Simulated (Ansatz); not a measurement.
**C2H6Ga (SMILES C[Ga]C): methods side by side**

C2H6Ga, doublet, SMILES `C[Ga]C`. Each level relaxes the structure for itself.

Each level gives the zero-point energy at each level's own minimum (kJ/mol). The values are calculated.

```
                              level                 kind  program  value (kJ/mol)
                         UHF/STO-3G         Hartree–Fock   Ansatz           227.4
                          UHF/3-21G         Hartree–Fock   Ansatz           196.8
   UHF/6-31G* (Cartesian functions)         Hartree–Fock   Ansatz           195.8
UB3LYP/6-31G* (Cartesian functions)        global hybrid   Ansatz           184.4
                 UPBE0-D4/def2-TZVP        global hybrid   Ansatz           183.0
  UMP2/6-31G* (Cartesian functions)  perturbation theory   Ansatz           189.6
```

All-electron rows without a relativistic Hamiltonian named are non-relativistic. Harmonic and unscaled. The values span 183.0 to 227.4 kJ/mol. Spin contamination of the reference (⟨S²⟩ at least 0.1 too high) touches UHF/STO-3G. In the correlated wave-function rows the outer d shell of Ga is correlated, in sets not made for it. Without the sets that lack polarisation functions the rows with a basis span only 183.0 to 195.8 kJ/mol.
